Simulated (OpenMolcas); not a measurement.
## Al I: from CASSCF to CASPT2

- Program: OpenMolcas
- Basis: ANO-R2 [5s5p3d1f]
- Scalar Hamiltonian: X2C, finite nucleus
- Active space: 3 electrons in 4 orbitals (3s 3p)
- State averaging: 2S+1 = 4 odd, 1 root (0 in the spin-orbit step); 2S+1 = 2 odd, 3 roots; 2S+1 = 4 even, 3 roots; 2S+1 = 2 even, 5 roots
- Spin-orbit coupling: state interaction with AMFI integrals over the reference wave functions, term energies averaged over their components

Methods on the same reference wave functions:
A. CASSCF
B. SS-CASPT2, IPEA 0.25 Eh, imaginary shift 0.1 Eh (closed shells correlated: 2s 2p)

Energies in cm-1 above 3s2 3p 2P* 1/2, the measured ground level; measured values from NIST Handbook of Basic Atomic Spectroscopic Data.

| Level | A | B | Measured |
| --- | --- | --- | --- |
| 3s2 3p 2P* 1/2 | 0.0 | 0.0 | 0.0 |
| 3s2 3p 2P* 3/2 | 103 | 103 | 112 |
| 3s 3p2 4P 1/2 | 23050 | 27040 | 29020 |
| 3s 3p2 4P 3/2 | 23088 | 27080 | 29067 |
| 3s 3p2 4P 5/2 | 23151 | 27140 | 29143 |
| 3s 3p2 2D 3/2 | 44741 | 41330 |  |
| 3s 3p2 2D 5/2 | 44741 | 41330 |  |

Deviations, from unrounded energies. A percentage is the sum of absolute deviations over the sum of measured energies, with the sign that they share, or ± where signs differ.

```json
{"Against measurement": "mean absolute deviation (cm-1)", "Levels": "4", "A": "4500", "B": "1500"}
{"Against measurement": "fine structure of the ground term (%)", "Levels": "1", "A": "-7.7", "B": "-7.7"}
{"Against measurement": "other configurations (%)", "Levels": "3", "A": "-20.6", "B": "-6.8"}
```

B lies closest to measurement on these levels. The largest miss of B in the table is 3s 3p2 4P 5/2, by -2000 cm-1. The ranking rests on the paired levels alone, and a cruder setting can come out closer through cancelling errors.

The lowest spin-free term lies below A's lowest term by 0.235 hartree in B.

CASPT2 does not keep the components of a term degenerate, so their means are used; among the terms shown or strongly mixed into the levels shown the widest spread is 11 cm-1 (3s 3p2 2D, B). Terms of s pⁿ other than that of highest spin mix with s² pⁿ⁻² d, which this space lacks; all of them can be thousands of cm-1 off, and some have no real level of that name. Without dynamic correlation excited terms often stand tens of per cent too high (terms of higher spin than the ground term too low), and those without a measured partner can miss by more than the paired ones (holds for A). Measured partners are found by configuration, term and J. A level has none where our copy of the source lacks it or the pairing is in doubt (some pairs that miss far off the trend of their configuration count as doubtful), and it then counts in no deviation. Levels of configurations outside the active space are missing.

* marks odd parity.
